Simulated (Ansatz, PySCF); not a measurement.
The pair A = HCl (SMILES Cl) (first 2 atoms), B = H2Se (SMILES [SeH2]); geometry from B3LYP-D3(BJ)/def2-TZVP.
(charge 0, multiplicity 1):
```xyz
5

Cl     0.274    -0.689    -0.393
H      0.138    -0.227     0.814
Se    -0.033     0.552     3.197
H      1.403     0.296     3.389
H     -0.369    -0.813     3.631
```

Correlated levels freeze the cores. Filled d and f shells under p-block atoms count as core. CBS: X⁻³ extrapolation of the correlation energy, Hartree–Fock from the larger set. MP2 and its Hartree–Fock in def2-QZVPPD are density fitted.

The values were computed with Ansatz (Gaussian basis) for Hartree–Fock, density functionals and correlated methods; PySCF for the dispersion terms. Each number belongs to the level named beside it.

The monomers are drawn apart, rigid, along the line of their centres of mass. Counterpoise-corrected interaction energies (kcal/mol):

| level | R = 4.781 Å | R = 5.786 Å |
|---|---|---|
| PBE/def2-TZVPPD | -1.7117 | -0.5931 |
| PBE-D3(BJ)/def2-TZVPPD | -2.0766 | -0.7156 |
| wB97M-V/def2-TZVPPD | -1.6393 | -0.6178 |
| MP2/CBS(def2-TZVPPD, def2-QZVPPD) + ΔCCSD(T)/def2-TZVPPD | -1.6448 | -0.6098 |

Q: R is the distance of the centres of mass. Find the local exponent m of E ∝ R⁻ᵐ between the two points.

A: 
m = ln(E₁/E₂)/ln(R₂/R₁): PBE/def2-TZVPPD 5.6; PBE-D3(BJ)/def2-TZVPPD 5.6; wB97M-V/def2-TZVPPD 5.1; MP2/CBS(def2-TZVPPD, def2-QZVPPD) + ΔCCSD(T)/def2-TZVPPD 5.2. For scale, two fixed dipoles give m = 3, dipole and quadrupole 4, quadrupoles 5, and dispersion or dipole-induced dipole 6 at long range; at these distances several terms mix, and what is left of overlap and damping shifts m, so it need not match one of them.

Ansatz is an electronic-structure program.
